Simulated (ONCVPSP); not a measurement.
# calcium (Ca): excitation energies, all-electron against ONCV

```
Element                 : Ca
Generator               : ONCVPSP 4.0.1
Type                    : optimised norm-conserving Vanderbilt (ONCV)
Functional              : PBE
Relativity              : scalar-relativistic
Frozen core             : [Ne]
Valence charge          : 10
Reference configuration : 3s2 3p6 4s2
Partial waves           : 3s+4s: rc 1.55 bohr, ncon 5, nbas 9, qcut 10 1/bohr, 3 projectors, debl 1.8 Ha; 3p: rc 1.95 bohr, ncon 3, nbas 6, qcut 6.5 1/bohr, 3 projectors, debl 2.6 Ha; d scattering state at 0.02 Ha: rc 1.70 bohr, ncon 4, nbas 8, qcut 5.6 1/bohr, 2 projectors, debl 3.2 Ha; f scattering state at 0.27 Ha: rc 1.75 bohr, ncon 3, nbas 7, qcut 7 1/bohr, 2 projectors, debl 2 Ha
Local potential         : polynomial inside 1.30 bohr (lpopt 3, dvloc0 3 Ha)
Core correction         : Teter function fitted to the true core (icmod 2), fcfact 0.4
```

In the d channel the program set the typed energies aside and used -0.072, 3.128 Ha.

Energies are relative to the spin-unpolarised reference configuration 3s2 3p6 4s2; without spin polarisation the order of configurations can differ from experiment.

| valence configuration | charge | ΔE all-electron (eV) | error AE − PS (meV) |
| --- | --- | --- | --- |
| 3s2 3p6 4s0 | +2 | 18.130 | -0.4 |
| 3s2 3p6 3d0.5 4s1.5 | 0 | 1.053 | +2.1 |

Problem. What are ΔE and the potential's error for 3s2 3p6 4s1.5?

Solution. ΔE = 2.504 eV all-electron; the error (AE − PS) is -0.1 meV.

Problem. What are ΔE and the potential's error for 3s2 3p6 4s1?

Solution. ΔE = 6.309 eV all-electron; the error (AE − PS) is -0.2 meV.

Levels in the configuration 3s2 3p6 3d0.5 4s1.5:

```csv
level,all-electron (eV),pseudo (eV)
3s,-45.598,-45.622
3p,-26.607,-26.622
4s,-3.438,-3.436
3d,-1.105,-1.112
```
